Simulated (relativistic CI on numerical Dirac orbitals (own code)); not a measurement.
# One change at a time: Zn²⁰⁺

Base calculation: Dirac-Coulomb-Breit CI, orbitals from a KLI potential per configuration, QED by a radiative potential, unscaled Slater integrals.

Configuration list (outside the closed core 1s2): 2s²2p⁶, 2s²2p⁵3s, 2s²2p⁵3p, 2s²2p⁵3d, 2s2p⁶3s, 2s2p⁶3p, 2s2p⁶3d, 2s²2p⁵4s, 2s²2p⁵4p, 2s²2p⁵4d, 2s²2p⁵4f, 2s2p⁶4s, 2s²2p⁴3s², 2s2p⁶4p, 2s2p⁶4d, 2s²2p⁴3s3p. Levels of other configurations are missing.

Variants: (1) configuration mixing switched off. Shifts of the energy above 2s²2p⁶ ¹S0, in eV, for the lowest level and the first level of each name with at least 55 % of one term (blank where a level changes its place among those of its configuration and J or its character, or is not in the variant):

| Level | Base | Δ(1) |
| --- | --- | --- |
| 2s²2p⁶ ¹S0 | 0.00 | 0.00 |
| 2s²2p⁵3s ³P°2 | 1049.93 | +0.32 |
| 2s²2p⁵3s ¹P°1 | 1052.43 | +0.35 |
| 2s²2p⁵3s ³P°0 | 1074.19 | +0.37 |
| 2s²2p⁵3s ³P°1 | 1075.61 | +0.39 |
| 2s²2p⁵3p ³S1 | 1088.41 | +1.05 |
| 2s²2p⁵3p ³D2 | 1091.95 | +0.12 |
| 2s²2p⁵3p ³D3 | 1096.07 | +0.14 |
| 2s²2p⁵3p ¹P1 | 1097.04 | +0.20 |
| 2s²2p⁵3p ³P2 | 1099.79 | +0.03 |
| 2s²2p⁵3p ³P0 | 1109.06 | +0.10 |
| 2s²2p⁵3p ³D1 | 1115.37 | +0.13 |
| 2s²2p⁵3p ³P1 | 1121.37 | +0.35 |
| 2s²2p⁵3p ¹S0 | 1136.17 | +1.04 |
| 2s²2p⁵3d ³P°0 | 1145.99 | +0.49 |
| 2s²2p⁵3d ³P°1 | 1147.48 | +0.43 |
| 2s²2p⁵3d ³F°4 | 1150.16 | -0.02 |
| 2s²2p⁵3d ³P°2 | 1150.24 | +0.29 |
| 2s²2p⁵3d ³F°3 | 1150.85 | -0.02 |
| 2s²2p⁵3d ³D°3 | 1154.87 | -0.01 |
| 2s²2p⁵3d ³D°1 | 1162.25 | +0.21 |
| 2s²2p⁵3d ³F°2 | 1174.85 | -0.01 |

At this charge energies of transitions that change n are usually good to better than 1 %, and those within a shell (Δn = 0) to a few per cent.

Ionisation energy from the two ground configurations alone: base 1843.91 eV. The NIST ASD value (semi-empirical) is 1846.8 eV.

LS names give the leading component of a level, which can be under half, so a name can repeat, a term be missing and a line seem to break the LS rules.
